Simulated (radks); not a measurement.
Values are calculated unless marked as measured or tabulated.
The nuclear charge of the lanthanum ion La2+ is varied continuously with 55 electrons held in [Xe] 5d1. Level of theory: scalar-relativistic Kohn-Sham, PBE, spin-polarised, spherical densities, finite nucleus; open shells are filled with parallel spins first (spin-orbit coupling, left out, can overturn this in heavy ions); Fermi nuclear charge, rms radius 4.855 fm (a radial shooting solver on a logarithmic mesh with Libxc functionals). By the Hellmann-Feynman theorem dE/dZ = E(electron-nucleus)/Z, the electronic potential at the nucleus (averaged over a nucleus of fixed radius). The scalar-relativistic energy here is not variational (the density holds large components alone), so the two differ by a part that grows with Z.

Z      E (hartree)  E(electron-nucleus)/Z (hartree)  HOMO  e(HOMO) (eV)  <r> HOMO (bohr)
56      -8135.0122                         -351.354    5d        -6.166            3.243
56.25   -8223.5049                         -353.538    5d        -8.157            3.019
56.5    -8312.5501                         -355.723    5d       -10.305            2.844
56.75   -8402.1479                         -357.908    5d       -12.594            2.702
57      -8492.2987                         -360.095    5d       -15.012            2.583
57.25   -8583.0031                         -362.284    5d       -17.551            2.481
57.5    -8674.2614                         -364.474    5d       -20.204            2.391
57.75   -8766.0743                         -366.667    5d       -22.967            2.311
58      -8858.4423                         -368.861    5d       -25.835            2.240

The central difference of E at Z = 57 is -361.710 hartree, to compare with the third column; the second derivative is -8.86 hartree.
